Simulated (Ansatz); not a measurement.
Ansatz (a first-principles code) input (CCSD(T)/cc-pV(T+d)Z):
A basis named .json is the Basis Set Exchange file of that set.

Ansatz 0.2 input:
```yaml
crystal:
  periodic: [false, false, false]
  atoms:
    - {symbol: O, position_ang: [0.97013396, -1.28921011, -0.00044763]}
    - {symbol: Si, position_ang: [0.17822724, 0.07248800, 0.02477548]}
    - {symbol: O, position_ang: [-1.45765833, -0.57902015, -0.21301473]}
    - {symbol: F, position_ang: [-0.00093698, 0.82202282, 1.37224976]}
    - {symbol: F, position_ang: [0.37819171, 1.06820009, -1.14860490]}
    - {symbol: H, position_ang: [1.89554230, -1.45433381, -0.21310209]}
    - {symbol: H, position_ang: [-1.60694276, -1.50242333, -0.48589931]}
    - {symbol: H, position_ang: [-2.27887863, -0.12423894, 0.04703979]}
basis:
  gaussian:
    orbitals: cc-pV_T+d_Z.json
total_charge: 1
magnetization: {spin_polarized: false}
correlation: {method: ccsd_t, electrons: outside_noble_gas}
```

End of the output:

```
9 core orbitals not correlated
reference -17399.24695073 eV, -639.4105318062 hartree; 16, 16 occupied and 176, 176 virtual orbitals, 1217 factors
second order -29.67622804 eV of doubles, -0.00000000 eV of singles
coupled cluster: 5.34 GiB planned
cycle   1  -29.22933184 eV  change    4.5e-1 eV  update   9.7e-2
cycle   2  -29.76249295 eV  change   -5.3e-1 eV  update   2.6e-2
cycle   3  -29.88712294 eV  change   -1.2e-1 eV  update   1.3e-2
cycle   4  -29.86731247 eV  change    2.0e-2 eV  update   2.4e-3
cycle   5  -29.86553634 eV  change    1.8e-3 eV  update   9.3e-4
cycle   6  -29.86626734 eV  change   -7.3e-4 eV  update   2.5e-4
cycle   7  -29.86610950 eV  change    1.6e-4 eV  update   8.0e-5
cycle   8  -29.86604788 eV  change    6.2e-5 eV  update   2.3e-5
cycle   9  -29.86604855 eV  change   -6.7e-7 eV  update   8.2e-6
perturbative correction -0.91807981 eV, -0.0337388108 hartree
Total energy: -17430.03107910 eV, -640.5418276574 hartree
```

It need not be the lowest isomer of its formula.
